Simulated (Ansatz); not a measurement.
Ansatz (a first-principles code) input (CAM-B3LYP/def2-TZVPD):

Ansatz 0.2 input:
```yaml
crystal:
  periodic: [false, false, false]
  atoms:
    - {symbol: O, position_ang: [-0.70682561, -1.23878399, -0.03284391]}
    - {symbol: S, position_ang: [0.00000000, -0.00000000, 0.00000000]}
    - {symbol: O, position_ang: [-0.71953190, 1.23187070, 0.00594747]}
    - {symbol: O, position_ang: [1.42635751, 0.00691329, 0.02689644]}
basis:
  gaussian:
    orbitals: def2-TZVPD
hamiltonian:
  xc: {name: CAM-B3LYP}
total_charge: -1
magnetization: {spin_polarized: true, initial_magnetization: 1}
```

Output:

```
Functional definition: CAM-B3LYP
integrals: 0.09 GiB planned
848 factors; their error is unknown
integrals: 0.13 GiB planned
231 factors; integrals over basis functions are off by at most 3.4e-5 eV
mean field: 1.05 GiB planned
mean field evaluation 1: about -16970.1906 eV, gradient 4.3e1 eV
mean field evaluation 2: about -16963.2808 eV, gradient 6.8e1 eV
mean field evaluation 4: about -16977.3852 eV, gradient 1.8e0 eV
mean field evaluation 8: about -16977.4229 eV, gradient 7.7e-2 eV
mean field evaluation 16: about -16977.4624 eV, gradient 1.1e-4 eV
mean field -16977.46238964 eV, -623.9102350819 hartree, gradient 3.4e-5 eV, S^2 0.755523; 1 other end points of the search recorded, 0 dependent functions left out
reference -16977.46247740 eV, -623.9102383070 hartree; 21, 20 occupied and 145, 146 virtual orbitals, 848 factors
Total energy: -16977.46247740 eV, -623.9102383070 hartree
```

This state (charge -1, doublet) is run at the relaxed geometry of the species with charge 0 and multiplicity 1.
